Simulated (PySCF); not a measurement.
SnH3, SMILES [SnH3], multiplicity 2.

Geometry: PBE0-D3(BJ)/def2-TZVPD. The spin state was assumed, not searched. The isomer is the one that the SMILES or the coordinates give; other isomers of the formula were not compared. The def2 effective core potentials stand for the cores of Sn; spin–orbit coupling is left out.

Method: TDA-PBE/def2-TZVPD in PySCF.

Vertical excitations; the highest root listed may be one member of a degenerate set. The molecule is in vacuum.

```csv
state,energy (eV),λ (nm),f,main pairs
root 1,3.94,315,0.005,β HOMO−1→LUMO (degenerate set)
root 2,3.94,315,0.005,β HOMO→LUMO (degenerate set)
root 3,4.27,290,0.027,α HOMO→LUMO 100 %
root 4,4.87,255,0.042,α HOMO→LUMO+1 (degenerate set)
root 5,4.87,255,0.042,α HOMO→LUMO+2 (degenerate set)
root 6,5.42,229,0.181,α HOMO→LUMO+3 99 %
root 7,6.17,201,0.060,α HOMO→LUMO+5 (degenerate set)
root 8,6.17,201,0.060,α HOMO→LUMO+4 (degenerate set)
root 9,6.55,189,0.007,α HOMO→LUMO+6 (degenerate set)
root 10,6.55,189,0.007,α HOMO→LUMO+7 (degenerate set)
```
Unrestricted roots are not spin-pure.
